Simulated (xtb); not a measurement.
C7H9O (SMILES C[OH+]c1ccccc1), charge +1, singlet, geometry from GFN2-xTB. Base run: GFN0-xTB (xtb).

Here is a job for xtb.
```
$ xtb mol.xyz --gfn 0 --chrg 1 --json

# file mol.xyz
17

C      2.68581111     0.47233117    -0.23426577
O      1.70989725     0.21900805     0.81386579
C      0.34471567     0.03250646     0.32907195
C      0.01222459    -1.19816702    -0.20327298
C     -1.28799653    -1.38978475    -0.64407141
C     -2.21537241    -0.36423910    -0.54765958
C     -1.85671093     0.86026071    -0.00676033
C     -0.56031393     1.07014763     0.43843242
H      3.66463036     0.55667222     0.23538758
H      2.67916004    -0.38406176    -0.90637054
H      2.44929023     1.37869168    -0.79224115
H      1.70573102     0.97635760     1.43676038
H      0.74141377    -1.99032729    -0.25934878
H     -1.57168239    -2.34338551    -1.05898733
H     -3.22491764    -0.52078929    -0.89251364
H     -2.58071358     1.65504338     0.07210182
H     -0.27623520     2.02140386     0.86543975
```

The base run was repeated with changes; each row names its change, and settings that it needs were set with it.

```csv
change,ΔE vs base (mEh),HOMO-LUMO gap (eV)
base,0.000,4.18
acc = 1000,0.000,4.18
etemp = 10,0.000,4.18
```
